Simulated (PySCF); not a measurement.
Si(Cl)3(NH2) (Cl₃H₂NSi), SMILES N[Si](Cl)(Cl)Cl.

Geometry optimised at B3LYP-D3(BJ)/def2-SVP. One conformer was computed; it need not be the lowest.

Two levels are set side by side: TDDFT-PBE/def2-SVPD (PySCF) and TDDFT-B3LYP/def2-SVPD (PySCF). Vertical, same geometry. The lowest singlet is HOMO→LUMO 99 % with PBE and HOMO→LUMO 99 % with the other functional; states are paired by order. Differences are taken from unrounded values.

```csv
quantity,TDDFT-B3LYP,TDDFT-PBE,TDDFT-PBE minus TDDFT-B3LYP
lowest singlet excitation (eV),6.45,5.71,-0.73
lowest triplet excitation (TDA) (eV),6.14,5.51,-0.63
first bright state (f over 0.05) (eV),7.67,7.05,-0.62
its oscillator strength,0.07,0.05,-0.01
```

A lower first singlet is the usual sign of a functional without exact exchange. Differences between two approximate levels are no errors against the true value.

Rough cost on one machine, each run with all the roots and properties that it gave: TDDFT-B3LYP against TDDFT-PBE about 5 times.
